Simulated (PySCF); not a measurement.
Ionisation energy of Mg⁺ by level of theory

Mg⁺ [Ne] 3s1 (2S) → Mg²⁺ [Ne] (1S), as a difference of total energies. Computed with PySCF 2.14 in def2-TZVPPD (5s5p3d, 35 functions), with the non-relativistic Hamiltonian (point nucleus). Correlated levels: valence and next inner shell: 1s2 frozen. The calculations carry no spin-orbit coupling.

```json
{"method": "UHF", "ionisation energy (eV)": "14.712", "error (eV)": "-0.323"}
{"method": "LDA", "ionisation energy (eV)": "15.315", "error (eV)": "+0.280"}
{"method": "PBE", "ionisation energy (eV)": "15.306", "error (eV)": "+0.271"}
{"method": "PBE0", "ionisation energy (eV)": "15.208", "error (eV)": "+0.173"}
{"method": "r2SCAN", "ionisation energy (eV)": "15.004", "error (eV)": "-0.031"}
{"method": "r2SCANh", "ionisation energy (eV)": "15.011", "error (eV)": "-0.024"}
{"method": "B97-3", "ionisation energy (eV)": "14.955", "error (eV)": "-0.080"}
{"method": "wB97M-V", "ionisation energy (eV)": "15.073", "error (eV)": "+0.038"}
{"method": "M06", "ionisation energy (eV)": "14.591", "error (eV)": "-0.444"}
{"method": "MP2 (valence and next inner shell)", "ionisation energy (eV)": "14.873", "error (eV)": "-0.162"}
{"method": "SCS-MP2 (valence and next inner shell)", "ionisation energy (eV)": "14.837", "error (eV)": "-0.198"}
```

Reference: 15.035 eV (measured; NIST Atomic Spectra Database, ionization energies).

Errors of the correlated levels include the incompleteness of this basis and the frozen core.
